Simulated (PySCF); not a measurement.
# UHF on Ga²⁺ (gallium, charge +2)

Configuration: [Ar] 3d10 4s1, 2S determinant. Calculation: PySCF 2.14, in def2-SVP (5s4p3d, 32 functions); the non-relativistic Hamiltonian (point nucleus).

* Total energy: -1922.091796 hartree
* One-electron energy: -2661.9585 hartree
* Hartree (Coulomb) energy: 813.0011 hartree
* Exchange energy: -73.1343 hartree
* Kinetic energy: 1922.04267 hartree
* ⟨S²⟩: 0.7504
* ⟨L²⟩: 0.000
* Sum of ⟨r⟩: 17.15 bohr
* Sum of ⟨r²⟩: 18.02 bohr²
* Density at the nucleus (Gaussians lack the cusp): 19200 bohr⁻³
* Spin density at the nucleus: 10.8 bohr⁻³
* Langevin diamagnetic susceptibility: -14.3 ×10⁻⁶ cm³/mol
* Time after the integrals: 0.06 s of wall time on 1 thread of Neoverse-V2 (shared host)

| shell | electrons | mean orbital energy (eV) | rms radius, mean of both spins (bohr) |
| --- | --- | --- | --- |
| 1s α | 1 | -10327.6 | 0.0572 |
| 1s β | 1 | -10327.4 | 0.0572 |
| 2s α | 1 | -1330.4 | 0.240 |
| 2s β | 1 | -1330.3 | 0.240 |
| 2p α | 3 | -1176.4 | 0.212 |
| 2p β | 3 | -1176.3 | 0.212 |
| 3s α | 1 | -194.27 | 0.710 |
| 3s β | 1 | -193.81 | 0.710 |
| 3p α | 3 | -142.23 | 0.742 |
| 3p β | 3 | -142.09 | 0.742 |
| 3d α | 5 | -52.650 | 0.883 |
| 3d β | 5 | -52.547 | 0.883 |
| 4s α | 1 | -29.200 | 2.35 |
